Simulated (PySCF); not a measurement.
Isomers of C9H15N, one GFN2-xTB conformer each. Single-point energies are computed at PBE0/pcSseg-1 (PySCF, gas phase, no added dispersion term), electronic only.

```tsv
SMILES	GFN2-xTB relative energy (kcal/mol)
C=CCC(/C=N\C)=C\CC	31.3
CC[C@@H](C#N)[C@@H]1CC[C@@H]1C	5.2
[H]/N=C1/C=CC[C@H]1CCCC	0.0
```

Conformers: `[CH2:1]=[CH:2][CH2:3][C:4](/[CH:5]=[N:6]\[CH3:7])=[CH:8]\[CH2:9][CH3:10]` with C1–C2–C3–C4 115°, C2–C3–C4–C5 -86°, C3–C4–C5–N6 -137°, C4–C8–C9–C10 119°; `[CH3:1][CH2:2][C@@H:3]([C:4]#[N:5])[C@@H:6]1[CH2:7][CH2:8][C@@H:9]1[CH3:10]` with C1–C2–C3–C4 66°, C2–C3–C6–C7 -177°, C3–C6–C7–C8 -138°, C6–C7–C8–C9 14°, C7–C8–C9–C10 104°, C3–C6–C9–C8 136°; `[H]/[N:10]=[C:9]1\[C@H:5]([CH2:4][CH2:3][CH2:2][CH3:1])[CH2:6][CH:7]=[CH:8]1` with C1–C2–C3–C4 180°, C2–C3–C4–C5 -179°, C3–C4–C5–C6 -71°.

What does PBE0/pcSseg-1 give for the same structures?

```json
{"SMILES": "[H]/N=C1/C=CC[C@H]1CCCC", "PBE0/pcSseg-1 E (Eh)": "-406.17646", "PBE0/pcSseg-1 (kcal/mol)": "0.0", "GFN2-xTB (kcal/mol)": "0.0", "point group": "C1"}
{"SMILES": "CC[C@@H](C#N)[C@@H]1CC[C@@H]1C", "PBE0/pcSseg-1 E (Eh)": "-406.16353", "PBE0/pcSseg-1 (kcal/mol)": "8.1", "GFN2-xTB (kcal/mol)": "5.2", "point group": "C1"}
{"SMILES": "C=CCC(/C=N\\C)=C\\CC", "PBE0/pcSseg-1 E (Eh)": "-406.12146", "PBE0/pcSseg-1 (kcal/mol)": "34.5", "GFN2-xTB (kcal/mol)": "31.3", "point group": "C1"}
```

Both levels put the same isomer lowest; measured from each level's own lowest isomer, the values differ by up to 3.2 kcal/mol (C=CCC(/C=N\C)=C\CC: 31.3 against 34.5). As drawn, the lowest has an N–H bond, which the highest lacks.

Which frontier levels, dipoles and rotational constants go with these structures?

| SMILES | HOMO (eV, PBE0/pcSseg-1) | LUMO (eV) | dipole (D) | A, B, C (MHz) |
| --- | --- | --- | --- | --- |
| [H]/N=C1/C=CC[C@H]1CCCC | -7.04 | -0.76 | 2.89 | 2904, 609.8, 531.1 |
| CC[C@@H](C#N)[C@@H]1CC[C@@H]1C | -8.50 | 0.74 | 4.18 | 1915, 966.6, 709.8 |
| C=CCC(/C=N\C)=C\CC | -6.61 | -0.70 | 2.57 | 1267, 999.7, 597.1 |
